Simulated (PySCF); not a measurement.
W(Cp)2(H)2, C₁₀H₁₂W, singlet, GFN2-xTB optimised geometry.

```
23

W      0.02    -0.04     0.00
C      2.27    -0.04     0.00
C      1.89     1.06     0.84
C      1.30     2.07     0.00
C      1.25     1.58    -1.30
C      1.84     0.28    -1.32
H      2.96    -0.83     0.28
H      2.23     1.23     1.85
H      1.01     3.06     0.33
H      0.93     2.13    -2.18
H      2.13    -0.26    -2.21
C     -1.77    -0.21    -1.37
C     -2.06    -1.07    -0.26
C     -1.17    -2.19    -0.32
C     -0.30    -2.00    -1.39
C     -0.65    -0.78    -2.04
H     -2.42     0.56    -1.75
H     -2.96    -1.04     0.35
H     -1.21    -3.06     0.33
H      0.45    -2.70    -1.74
H     -0.30    -0.47    -3.02
H     -0.88     0.99     0.89
H      0.11    -0.78     1.45
```

Density from PBE0/def2-SVP, def2 effective core potentials past Kr run with PySCF at that geometry. The core electrons that the potentials of W replace are not part of the density.

Minimum of the electron density along straight lines between bonded atoms, close to the bond critical point (lines longer than 1.1 times the sum of covalent radii, or with two minima, are not listed):

```
bond     length / Å  ρ at the minimum / e bohr⁻³  ∇²ρ there / e bohr⁻⁵  position (fraction from the first atom)
-------  ----------  ---------------------------  --------------------  ---------------------------------------
C2–C3         1.437                        0.281                 -0.63                                     0.50
W1–C4         2.473                        0.049                  0.17                                     0.51
C3–C4         1.433                        0.285                 -0.66                                     0.49
W1–C5         2.424                        0.057                  0.17                                     0.51
C4–C5         1.394                        0.306                 -0.75                                     0.50
C2–C6         1.422                        0.290                 -0.66                                     0.50
C5–C6         1.429                        0.287                 -0.67                                     0.50
C2–H7         1.081                        0.280                 -1.06                                     0.64
C3–H8         1.086                        0.278                 -1.06                                     0.64
C4–H9         1.082                        0.282                 -1.10                                     0.64
C5–H10        1.081                        0.281                 -1.08                                     0.64
C6–H11        1.084                        0.279                 -1.05                                     0.63
C12–C13       1.437                        0.281                 -0.63                                     0.50
W1–C14        2.473                        0.049                  0.17                                     0.51
C13–C14       1.433                        0.285                 -0.66                                     0.49
W1–C15        2.423                        0.057                  0.17                                     0.51
C14–C15       1.394                        0.306                 -0.75                                     0.50
C12–C16       1.422                        0.289                 -0.66                                     0.50
C15–C16       1.429                        0.287                 -0.67                                     0.50
C12–H17       1.081                        0.280                 -1.06                                     0.64
C13–H18       1.086                        0.278                 -1.06                                     0.64
C14–H19       1.082                        0.282                 -1.10                                     0.64
C15–H20       1.081                        0.281                 -1.08                                     0.64
C16–H21       1.085                        0.279                 -1.05                                     0.63
```
